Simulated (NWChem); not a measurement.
System: CH3AlF2O; SMILES C[O][Al]([F])[F]

```xyz
8

Al     0.0108     0.5252     0.0003
F      1.1457     1.7207    -0.0007
F     -1.5808     0.9667     0.0000
O      0.5025    -1.0683     0.0021
C      0.0155    -2.3704    -0.0013
H      0.3700    -2.9112    -0.8956
H      0.3808    -2.9194     0.8834
H     -1.0884    -2.4159     0.0052
```
Atoms are numbered in this order, from 1.

Computed with NWChem. All runs use the structure optimised with PBE0/def2-SVP. Ions are spin-unrestricted doublets at the neutral geometry; other ion states weren't tried.

### Question
What does the run give for CAM-B3LYP/def2-SVP? Quantities: −ε(HOMO) (eV).

### Answer
```yaml
"−ε(HOMO) (eV)": 9.99
```
